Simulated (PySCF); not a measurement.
## Which determinant of TeI lies lowest?

Unrestricted PBE0; basis Te cc-pVDZ-PP with ECP28, I cc-pVDZ-PP with ECP28; scalar-relativistic core potentials; PySCF 2.14. Outer shells of the fragments: Te 4d10 5s2 5p4; I 4d10 5s2 5p5.

Followed along the bond (rough minima from three points):

| 2Ms+1 | unpaired | ⟨S²⟩ at the start | R at minimum (Å) | Te (eV) |
| --- | --- | --- | --- | --- |
| 2 | π ↑ | 0.75 | 2.68 | 0.00 |
| 4 | σ ↑, π ↑↑ | 3.75 | none in the scan | ≤ 1.07 |

Solutions found at the starting distance of 2.630 Å, counted from the lowest of them; the search is not exhaustive and high or unbound solutions are not listed, so other states can lie among these:

| 2Ms+1 | unpaired | term | E (eV) | ⟨S²⟩ | ⟨Lz²⟩ | μ (D) |
| --- | --- | --- | --- | --- | --- | --- |
| 2 | π ↑ | ²Π | 0.00 | 0.75 | 1.00 | -0.39 |
| 4 | σ ↑, π ↑↑ | ⁴Σ⁻ | 1.53 | 3.75 | 0.00 | -1.26 |
| 2 | σ ↓, π ↑↑ | mixed | 1.98 | 1.76 | 0.00 | -1.11 |
| 2 | σ ↑, π ↑↓ | mixed | 2.01 | 1.76 | 2.01 | -0.96 |
| 2 | σ ↑ | mixed | 2.78 | 0.77 | 2.00 | -0.43 |
| 4 | σ ↑, π ↑↑ | mixed | 3.97 | 3.75 | 2.01 | 2.75 |
| 4 | σ ↑↑, π ↑ | ⁴Π | 4.70 | 3.75 | 1.00 | 0.65 |
| 2 | π ↑ | ²Π | 5.32 | 1.01 | 1.01 | -0.56 |

A term symbol is given only where ⟨S²⟩ and ⟨Lz²⟩ are close to those of a pure state; real π, δ and φ orbitals otherwise mix terms. A positive dipole means Te(−)I(+).

Spin–orbit coupling is left out. Counting both spins, an empty level lies below a filled one in some of these solutions, because spin and occupation are held.
